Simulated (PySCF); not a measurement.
PySCF input for In(F)2(OH) (F₂HInO), SMILES [OH][In]([F])[F], B3LYP-D3(BJ)/def2-SVP. Coordinates come from a B3LYP-D3(BJ)/def2-SVP optimisation. The def2 effective core potentials stand for the cores of In; spin–orbit coupling is left out. One conformer was computed; it need not be the lowest.

```python
import numpy as np
from pyscf import gto, scf, dft, df
from pyscf.hessian import thermo

mol = gto.M(
    atom='''
    In    0.01551053    0.00132356    0.00000000
    F    -1.87860655   -0.49010322    0.00000000
    F     1.27717983   -1.48082465    0.00000000
    O     0.60277126    1.89852052    0.00000000
    H    -0.16934575    2.48533195    0.00000000
    ''',
    basis='def2-SVP',
    ecp={'In': 'def2-svp'},
    charge=0,
    spin=0,
    max_memory=1600,
    verbose=3,
)
mf = dft.RKS(mol, xc='b3lyp').density_fit(auxbasis='def2-universal-jkfit')
mf.disp = 'd3bj'
mf.grids.level = 3
mf.conv_tol = 1e-11
mf.max_cycle = 100
mf.kernel()

# [left out here: the lines that compute and print the analytic Hessian (its translational invariance restored by hand, since the grid's response is missing), thermochemistry and intensities]
```

Output:

```
converged SCF energy = -465.538950424876

WARN: DFTD3 does not support analytical Hessian, using finite difference


WARN: Mole.unit (angstrom) is changed to Bohr

Mode                                 0                   1                   2
Irrep
Freq [cm^-1]                      107.0917            125.3459            142.7655
Reduced mass [au]                   8.7994             20.1503             20.2594
Force const [Dyne/A]                0.0595              0.1865              0.2433
Char temp [K]                     154.0811            180.3449            205.4078
Normal mode                   x     y     z       x     y     z       x     y     z
       0  In                 0.03 -0.02  0.00    0.02  0.03  0.00   -0.00  0.00  0.05
       1   F                -0.01  0.12 -0.00    0.05 -0.12 -0.00   -0.00 -0.00 -0.10
       2   F                -0.02 -0.05 -0.00   -0.13 -0.10 -0.00    0.00  0.00 -0.11
       3   O                -0.17  0.05 -0.00   -0.03  0.04 -0.00    0.00 -0.00 -0.12
       4   H                -0.25 -0.06 -0.00   -0.05  0.02 -0.00    0.00  0.00 -0.09
Mode                                 3                   4                   5
Irrep
Freq [cm^-1]                      282.1140            585.7905            625.3993
Reduced mass [au]                   1.0821             15.7419             20.5142
Force const [Dyne/A]                0.0507              3.1827              4.7274
Char temp [K]                     405.8992            842.8221            899.8103
Normal mode                   x     y     z       x     y     z       x     y     z
       0  In                 0.00  0.00 -0.00   -0.00  0.00  0.00   -0.04 -0.01  0.00
       1   F                 0.00  0.00 -0.01    0.13  0.03 -0.00    0.16  0.04 -0.00
       2   F                -0.00  0.00  0.02   -0.08  0.09 -0.00    0.05 -0.06 -0.00
       3   O                -0.00 -0.00 -0.06   -0.05 -0.15 -0.00    0.03  0.09 -0.00
       4   H                -0.00 -0.00  0.96    0.01 -0.08 -0.00   -0.01  0.05  0.00
Mode                                 6                   7                   8
Irrep
Freq [cm^-1]                      640.1885            874.3428           3800.6565
Reduced mass [au]                  19.6686              1.0740              1.0671
Force const [Dyne/A]                4.7494              0.4838              9.0819
Char temp [K]                     921.0888           1257.9847           5468.2984
Normal mode                   x     y     z       x     y     z       x     y     z
       0  In                 0.01 -0.04  0.00    0.00 -0.01 -0.00    0.00  0.00 -0.00
       1   F                 0.00 -0.00 -0.00    0.00  0.00  0.00    0.00  0.00  0.00
       2   F                -0.11  0.12 -0.00   -0.00 -0.00  0.00   -0.00  0.00  0.00
       3   O                 0.04  0.13 -0.00   -0.06 -0.01  0.00    0.05 -0.04 -0.00
       4   H                -0.02  0.06 -0.00    0.56  0.78  0.00   -0.76  0.60  0.00
temperature 298.1500 [K]
pressure 101325.00 [Pa]
Rotational constants [GHz] 4.86609 4.59216 2.36258
Symmetry number 1
Zero-point energy (ZPE) 0.01637 [Eh]   42968.036 [J/mol]
                           tot       elec      trans        rot        vib
Entropy [J/mol/K]       332.864      0.000    172.785    109.673     50.406
Cv [J/mol/K]             71.021      0.000     12.472     12.472     46.078
Cp [J/mol/K]             79.336      0.000     20.786     12.472     46.078
Internal energy [J/mol]                      3718.434   3718.434  50898.195
Internal energy [Eh]   -465.51673  -465.53895
Enthalpy [J/mol]                             6197.391   3718.434  50898.195
Enthalpy [Eh]          -465.51579
Gibbs free energy [J/mol]                  -45318.406 -28980.561  35869.671
Gibbs free energy [Eh] -465.55359
mode   freq/cm-1   IR/(km/mol)
   1      107.09        24.335
   2      125.35        26.382
   3      142.77        41.073
   4      282.11        93.083
   5      585.79         0.159
   6      625.40        66.426
   7      640.19        66.794
   8      874.34        68.512
   9     3800.66        73.570
max |gradient| / (hartree/bohr): 0.00020762719740488126
APT charges: [ 1.6104 -0.6019 -0.5841 -0.6697  0.2452]
```

The run converged.

Cost: roughly 40 core-seconds.
